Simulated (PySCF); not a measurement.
A thermochemical cycle for ICl

PBE in PySCF with def2-TZVPP on every atom (core potentials on I), for the lowest determinant that a PBE0 search found; no spin–orbit coupling. ICl, a singlet (closed shell), has De = 2.63 eV to neutral atoms, and ICl⁺, a doublet (π ↑), has De = 3.20 eV to I⁺ + Cl.

The adiabatic ionisation energy of ICl, between the minima, is 9.94 eV.

Task: Which ionisation energy of the I atom does this level give?

Result: IE(I) = IE(molecule) + De(ion) − De(neutral) = 9.94 + 3.20 − 2.63 = 10.51 eV; the measured value is 10.451 eV (NIST ASD).

Spin–orbit coupling is left out, which matters for elements this heavy, above all for dissociation energies. For an ion De counts to the pair picked by the measured ionisation energies or electron affinities, which need not be the lowest pair at this level. States were picked by a PBE0 search and need not be the measured ground states.
